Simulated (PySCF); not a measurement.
Unknown compound

Molecular formula: C6H9FSi. Simulated spectra:

¹H NMR (500 MHz, computed): δ 5.40 (m, 1H), 4.98 (m, 1H), 2.12 (s, 3H), 2.06 (m, 2H), 1.92 (m, 2H).

¹³C{¹H} NMR (computed): δ 116.1 (C), 90.4 (CH), 84.0 (C), 27.9 (CH2), 6.0 (CH3).

No solvent, one averaged value for each set of equivalent atoms, non-relativistic Hamiltonian, a single conformation. NMR shieldings at PBE0/pcSseg-1/GIAO; GFN2-xTB geometry; PySCF 2.14.0 with density-fitted response routines.

δ = σ(ref) − σ, references computed at the same level: ¹H, ¹³C against TMS.

**Question.** Choose the structure that fits.
A. C#C[C@H](F)[SiH2]C(=C)C
B. CC#C[Si@H]1C[C@H](F)C1
C. C#C[Si@]1(C)C[C@H](F)C1

**Answer.** B. 

- The formula gives 3 degrees of unsaturation (1 ring in the answer).
- 5 carbon signals for 6 carbons: some carbons are equivalent by symmetry or fast rotation.
- Carbon types of the structure: 2 × C, 1 × CH, 2 × CH2, 1 × CH3, leaving 1 H on heteroatoms.
- δC 116.1, 84.0: alkyne carbon.
- δC 90.4: sp3 CH bonded to F; the inductive effect lowers its shielding.
- δC 6.0: propargylic methyl carbon; a saturated carbon with 1 carbon neighbour and no heteroatom attached.
- δH 5.40: hydrogen on an sp3 CH bonded to F; its carbon carries F, hence the downfield position.
- δH 4.98: hydrogen on a silicon bonded to 3 C, in a 4-membered ring.

The others: C#C[C@H](F)[SiH2]C(=C)C would give 6 carbon signals, not 5; C#C[Si@]1(C)C[C@H](F)C1 has carbons computed at 104.7, 90.7, 88.2, 30.1, -0.3, with a different DEPT pattern.

Splittings by ¹⁹F in the carbon and heteronuclear signals aren't shown, as no couplings were computed. Shifts are as computed. Against solution values, carbons near 30 ppm lie about +3 ppm off and those near 130 ppm about +5 ppm. Of 1211 compounds with measured shifts, 218 miss one by over three times the rms of a fit or turn the order of signals round; such compounds aren't used in these exercises. No couplings were computed; multiplicities are counted from neighbouring protons, with m where these are inequivalent, close in shift, in a saturated or five-membered ring or joined by F or P, and br s for small geminal =CH2 splittings.
